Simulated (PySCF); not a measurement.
Computed shifts of a molecule C3H5NOSi, PBE0/pcSseg-1 in PySCF, GIAO, gas phase, atoms alike by connectivity averaged where their shifts nearly agree, in ppm (number of nuclei): ²⁹Si: -11.2 (1). ¹³C: 191.0 (1), 171.4 (1), 115.6 (1). ¹⁵N: 462.0 (1). ¹H: 8.99 (1), 8.35 (1), 5.67 (1), 5.26 (1), 1.12 (1). References: ¹⁷O against H2O (σ = 334.2 ppm); ²⁹Si against TMS (σ = 352.7 ppm); ¹³C against TMS (σ = 186.3 ppm); ¹⁵N against NH3 (σ = 267.4 ppm); ¹H against TMS (σ = 31.56 ppm), references at their B3LYP-D3(BJ)/def2-TZVP geometries, non-relativistic. Geometry: ωB97X-D3(BJ)/def2-SVP. The values are those of a single conformer.

**Question.** Pick the molecule that these values belong to.
A. N#C/C=C\[SiH2]O
B. O=C[Si@H]1C=NC1
C. O=C1C=N[SiH2]C1
D. O[Si@H]1C=CN=C1

**Answer.** D, O[Si@H]1C=CN=C1
